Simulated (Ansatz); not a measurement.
A run of Ansatz (development build ahead of 0.2.0) on quartet FeBr at this shape:

```yaml
atoms:
  - { symbol: Fe, position_ang: [0.0000, 0.0000, 0.0000] }
  - { symbol: Br, position_ang: [0.0000, 0.0000, 2.3000] }
```

Its results:

```
Converged                       : yes
Total energy                    : -3838.00105 hartree
Spin squared of the determinant : 3.949
Stability test                  : minimum
```

Problem. Which input gives this output? Name the method, the orbitals and the basis set, and write the input.

Solution. ωB97X (unrestricted) in pcseg-2.

```yaml
crystal:
  periodic: [false, false, false]
  atoms:
    - { symbol: Fe, position_ang: [0.0, 0.0, 0.0] }
    - { symbol: Br, position_ang: [0.0, 0.0, 2.3] }
basis:
  gaussian: { orbitals: pcseg-2 }
magnetization:
  spin_polarized: true
  initial_magnetization: 3
hamiltonian:
  xc: { name: wB97X }
```

Caution: other spin multiplicities were not run; the unrestricted determinant is spin contaminated.
